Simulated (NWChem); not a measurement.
System: CH3Si, doublet; SMILES [CH]=[SiH2]

NWChem input:

```
start job
memory heap 200 mb stack 900 mb global 1100 mb
geometry units angstroms noautosym nocenter noautoz
  C     -0.110025    -1.302456     0.000000
  Si    -0.056728     0.472284     0.000000
  H      0.891896    -1.777598     0.000000
  H      1.053310     1.493600     0.000000
  H     -1.351859     1.207191     0.000000
end
basis spherical
  C library sto-3g
  Si library sto-3g
  H library sto-3g
end
dft
  odft
  mult 2
  xc b3lyp
  iterations 150
end
cosmo
  do_cosmo_smd true
  solvent water
end
task dft energy
```

NWChem printed, in part:

```
             Northwest Computational Chemistry Package (NWChem) 7.3.0
             --------------------------------------------------------

                             Geometry "geometry" -> ""
                             -------------------------

 Output coordinates in angstroms (scale by  1.889725989 to convert to a.u.)

  No.       Tag          Charge          X              Y              Z
 ---- ---------------- ---------- -------------- -------------- --------------
    1 C                    6.0000    -0.11002500    -1.30245600     0.00000000
    2 Si                  14.0000    -0.05672800     0.47228400     0.00000000
    3 H                    1.0000     0.89189600    -1.77759800     0.00000000
    4 H                    1.0000     1.05331000     1.49360000     0.00000000
    5 H                    1.0000    -1.35185900     1.20719100     0.00000000

 Effective nuclear repulsion energy (a.u.)      43.5233017352

                                 NWChem DFT Module
                                 -----------------

 Summary of "ao basis" -> "ao basis" (spherical)
 ------------------------------------------------------------------------------
       Tag                 Description            Shells   Functions and Types
 ---------------- ------------------------------  ------  ---------------------
 C                           sto-3g                  3        5   2s1p
 Si                          sto-3g                  5        9   3s2p
 H                           sto-3g                  1        1   1s

 in cosmo_initialize ...
 calling solv_data for solv:h2o

 solvent parameters
 solvname_short: h2o
 solvname_long:  water
 dielec:       78.4000
 dielecinf:     1.7769
 aqueous SMD model solvent descriptors
 dielec:       78.4000
 sola:          0.8200

          ---------------
          -cosmo- solvent
          ---------------
 Cosmo: York-Karplus, doi: 10.1021/jp992097l
 dielectric constant -eps-     =  78.40
 screen = (eps-1)/(eps    )    =   0.98724
 surface charge correction     = lagrangian

   van der Waals surface
 --------------------------

[...]

                                COSMO-SMD solvation results
                                ---------------------------

             internal energy in gas <Psi(g)|H|Psi(g)> =      -325.369717758060
         internal energy in solvent <Psi(s)|H|Psi(s)> =      -325.369569722815
                               delta internal energy  =         0.000148035245 (    0.09 kcal/mol)
   total free energy in solvent <Psi(s)|H+V/2|Psi(s)> =      -325.370964999928
 polarization energy contribution <Psi(s)|V/2|Psi(s)> =        -0.001395277113 (   -0.88 kcal/mol)
    total free energy in solvent including G(SMD-CDS) =      -325.364066323890
                       G(SMD-CDS) energy contribution =         0.006898676038 (    4.33 kcal/mol)
     1 M fixed-concentration free energy of solvation =         0.005651434170 (    3.55 kcal/mol)

                    DFT Final Alpha Molecular Orbital Analysis
                    ------------------------------------------

 Vector   10  Occ=1.000000D+00  E=-2.683251D-01
              MO Center= -4.4D-01,  2.9D-01,  1.5D-10, r^2= 2.7D+00
   Bfn.  Coefficient  Atom+Function         Bfn.  Coefficient  Atom+Function
  ----- ------------  ---------------      ----- ------------  ---------------
    17      0.558050  5 H  s                  4     -0.348921  1 C  py
    12     -0.329990  2 Si px                15      0.268527  3 H  s
    13      0.252457  2 Si py                16     -0.215228  4 H  s
     3      0.144978  1 C  px                 8      0.143711  2 Si px
     9     -0.115396  2 Si py                 2     -0.098156  1 C  s

 Vector   11  Occ=1.000000D+00  E=-1.935189D-01
              MO Center= -1.3D-01, -1.1D+00, -1.9D-08, r^2= 1.7D+00
   Bfn.  Coefficient  Atom+Function         Bfn.  Coefficient  Atom+Function
  ----- ------------  ---------------      ----- ------------  ---------------
     3      0.616539  1 C  px                 2     -0.473447  1 C  s
     4      0.471237  1 C  py                16     -0.306107  4 H  s
    13     -0.217400  2 Si py                11      0.180901  2 Si s
    15      0.175870  3 H  s                  1      0.100810  1 C  s
     9      0.094969  2 Si py                17      0.071365  5 H  s

 Vector   12  Occ=1.000000D+00  E=-1.370123D-01
              MO Center= -9.7D-02, -8.6D-01,  2.3D-08, r^2= 1.4D+00
   Bfn.  Coefficient  Atom+Function         Bfn.  Coefficient  Atom+Function
  ----- ------------  ---------------      ----- ------------  ---------------
     5      0.823215  1 C  pz                14      0.465554  2 Si pz
    10     -0.172279  2 Si pz

 Vector   13  Occ=0.000000D+00  E= 1.006228D-01
              MO Center= -7.0D-02,  3.3D-02,  1.8D-08, r^2= 1.8D+00
   Bfn.  Coefficient  Atom+Function         Bfn.  Coefficient  Atom+Function
  ----- ------------  ---------------      ----- ------------  ---------------
    14      0.939742  2 Si pz                 5     -0.591009  1 C  pz
    10     -0.315490  2 Si pz

 Vector   14  Occ=0.000000D+00  E= 2.147371D-01
              MO Center=  2.4D-01,  5.1D-01, -1.8D-08, r^2= 2.3D+00
   Bfn.  Coefficient  Atom+Function         Bfn.  Coefficient  Atom+Function
  ----- ------------  ---------------      ----- ------------  ---------------
    11      1.125977  2 Si s                 16     -0.788856  4 H  s
     4     -0.579835  1 C  py                17     -0.475974  5 H  s
     2     -0.384762  1 C  s                 12      0.239062  2 Si px
     7     -0.222032  2 Si s                  3     -0.112463  1 C  px
     8     -0.075056  2 Si px                 1      0.071277  1 C  s

[...]
```

Level: B3LYP/STO-3G, spin-unrestricted, SMD on the gas-phase geometry. In the optimisation the excess spin sits in a" (Cs, its own frame). All runs use the structure optimised with PBE0/def2-SVP, spin-unrestricted. The determinant is spin-contaminated (<S²> = 0.88). No stability test was run on the SCF state. B3LYP is NWChem's, with the RPA form of VWN correlation. Solvent: water.
